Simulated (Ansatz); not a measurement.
Reaction (atomization): `CSBS` → B• + C• + 5 H• + 2 S•

Computed with Ansatz on PBE0-D4/def2-TZVP structures; ΔE is electronic, products minus reactants. CCSD(T)/CBS is the MP2 limit (def2-TZVPP, def2-QZVPP) plus CCSD(T) − MP2 in def2-TZVPP, frozen cores. This one scheme is used for every species, atoms too. DFT in def2-TZVPP. Open shells (•) are unrestricted, without spin–orbit coupling. Spin–orbit coupling would lower the free atoms: a little for B, C, S. Each species was taken in one conformer, which may not be the lowest.

| level | ΔE (kJ/mol) |
| --- | --- |
| PBE | 3216.6 |
| BLYP | 3111.9 |

(1) What does CCSD(T)/CBS give? (Best estimate.)

(2) What do rigid-rotor, harmonic-oscillator terms from PBE0-D4/def2-TZVP frequencies (298.15 K, 1 bar) make of the CCSD(T)/CBS value? (Estimate.)

Largest T1 diagnostic among the species: 0.014.

## Answers

(1) Ansatz gave: +3157.5 kJ/mol. The listed levels differ from it by 59.1, -45.6 kJ/mol.

(2) The calculation gave: ΔZPE = -162.2 kJ/mol, ΔH = +3032.2 kJ/mol, ΔS = 893 J/(mol·K), ΔG = +2765.9 kJ/mol. Open shells count their whole term as degenerate.

The D4 term adds +30.8 kJ/mol with B3LYP and +15.9 kJ/mol with PBE0; it sums over pairs of atoms, weighted by their polarisabilities, and B3LYP, whose exchange is more repulsive, gets the larger term. Leaving LDA and LC-ωPBE aside and taking each functional with its dispersion term where it has one, the values, not all of them listed here, spread over 142.4 kJ/mol, from BHLYP-D4 to PBE-D4. LDA lies +399.8 kJ/mol from PBE without D4, its usual overbinding. From PBE to PBE0 (25 % exact exchange), in def2-TZVPP and without D4, ΔE moves by −40.4 kJ/mol: exact exchange takes away binding that semilocal exchange gives to molecules.

B3LYP here is the variant with VWN-RPA as its local correlation; programs differ in this.

For atomizations the MP2-based limit and the directly extrapolated one differ by several kJ/mol either way, and by 10 to 25 for some Ge, Se and Sn compounds, so smaller differences from it don't rank the levels.
